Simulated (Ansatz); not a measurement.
FH$_{3}$OSiTe, SMILES `O[SiH](F)[TeH]`. Total charge 0; spin multiplicity 1. Te takes the def2 core potential.

```xyz
7

O    -0.256    0.614   -1.619
Si    0.444    0.173   -0.217
F     0.499    1.376    0.828
Te   -0.889   -1.645    0.839
H    -1.200    0.786   -1.619
H     1.834   -0.181   -0.554
H    -0.432   -1.122    2.342
```

(1) List the harmonic frequencies (cm⁻¹, unscaled) at PBE0-D4/def2-TZVP in Ansatz. (An estimate is asked.)

(2) Is this a minimum?

(3) Give the ideal-gas thermochemistry at 298.15 K and 1 bar (rigid rotor, harmonic oscillator; point group C1, symmetry number 1).

## Answers

(1) The calculation gave: 107, 162, 192, 310, 342, 392, 542, 766, 824, 840, 894, 968, 2161, 2290, 3907.

(2) Yes, all 15 modes are real.

(3) Zero-point energy 87.9 kJ/mol; H(298) − E = 107.1 kJ/mol; entropy 345.2 J/(mol·K), of which translation 174.5, rotation 116.1, vibration 54.5; G(298) − E = 4.2 kJ/mol.
